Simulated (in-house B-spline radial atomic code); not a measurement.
Removing one electron from the platinum ion Pt¹⁰⁺

Closed shell [Xe] 4f14. Computed with a B-spline radial code for spherical atoms: Koopmans values of Dirac-Hartree-Fock plus a diagonal self-energy, in second order or with its direct term screened (direct RPA, with the hole-particle interaction, or full time-dependent Hartree-Fock), linearised in energy; no-pair Dirac-Coulomb Hamiltonian, finite nucleus. Shifts add to the Koopmans value (the ΔSCF shift is orbital relaxation alone); the final value takes TDHF screening with Breit and QED.

Command:
```bash
python run_mb.py task.json out
```
Settings (nuclear radius in fm, box in bohr, cutoff in hartree):
```
basis_form          2
Z                   78
core_configuration  [Xe] 4f14
rms_radius          5.427
mass_number         195
speed_of_light      137.036
box_radius          7.237
lmax                7
intervals           60
virtual_cutoff      24336.0
```

Time taken, with all properties: 3.2 min on 1 thread of Arm Neoverse N1 (shared host).

Energies in eV:

| subshell | Koopmans | ΔSCF shift | second order | direct RPA | hole-particle | TDHF | Breit + QED | final |
| --- | --- | --- | --- | --- | --- | --- | --- | --- |
| 5p3/2 | 219.11 | -0.651 | ? | ? | ? | ? | ? | ? |
| 5p1/2 | 237.36 | -0.817 | 0.612 | 0.753 | 0.599 | 0.627 | -0.376 | 237.62 |
| 4f7/2 | 258.89 | -6.168 | -6.970 | -2.903 | -3.540 | -3.599 | 0.273 | 255.56 |

(1) What does the self-energy do to 5p3/2?

## Answers

(1) It shifts the removal energy by 0.939 eV in second order, 0.839 with direct RPA, 0.797 with the hole-particle term and 0.844 with TDHF screening (quasi-particle weight 0.984); Breit and QED add -0.182 eV. The final value is 219.78 eV, against 220.4 ± 0.9 eV (NIST, semi-empirical).
